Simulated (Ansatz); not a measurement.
Program: Ansatz. Geometries: PBE0-D4/def2-TZVP. ΔE: electronic, gas phase. CCSD(T)/CBS adds triple-zeta CCSD(T) − MP2 to the extrapolated MP2 energy (def2 sets, frozen cores). Functionals use def2-TZVPP. B3LYP here is the variant with VWN-RPA as its local correlation; programs differ in this. Elements past krypton have def2 core potentials. For In outer-core shells are correlated without core-valence functions, which leaves a few kJ/mol of doubt a bond. Each species was taken in one conformer, which may not be the lowest.

Consider the formal exchange of groups at the In–O bond: `[OH][In]([OH])[O][SiH3]` + `COC(C)(F)Cl` → `[OH][In]([Cl])[O][SiH3]` + `COC(C)(O)F`.

```json
{"level": "B3LYP-D4", "ΔE (kcal/mol)": "-28.2"}
{"level": "r2SCAN", "ΔE (kcal/mol)": "-28.7"}
{"level": "CCSD/def2-TZVPP", "ΔE (kcal/mol)": "-30.0"}
{"level": "HF/def2-QZVPP", "ΔE (kcal/mol)": "-36.4"}
{"level": "MP2/def2-QZVPP", "ΔE (kcal/mol)": "-26.5"}
{"level": "HF/CBS(def2)", "ΔE (kcal/mol)": "-36.3"}
{"level": "MP2/CBS(def2)", "ΔE (kcal/mol)": "-26.0"}
{"level": "CCSD/CBS(def2)", "ΔE (kcal/mol)": "-28.8"}
```

Problem. What does CCSD(T)/CBS give? (An estimate is asked.)

Solution. The calculation gave: -27.4 kcal/mol. The listed levels differ from it by -0.8, -1.3, -2.6, -9.0, 0.9, -8.9, 1.4, -1.4 kcal/mol.

Largest T1 diagnostic among the species: 0.016.

In def2-TZVPP, CCSD(T) changes the Hartree–Fock value by +8.0 kcal/mol (the triples alone add +1.3 kcal/mol) and MP2 by +9.4 kcal/mol. From PBE to PBE0 (25 % exact exchange), in def2-TZVPP and without D4, ΔE moves by −3.4 kcal/mol.
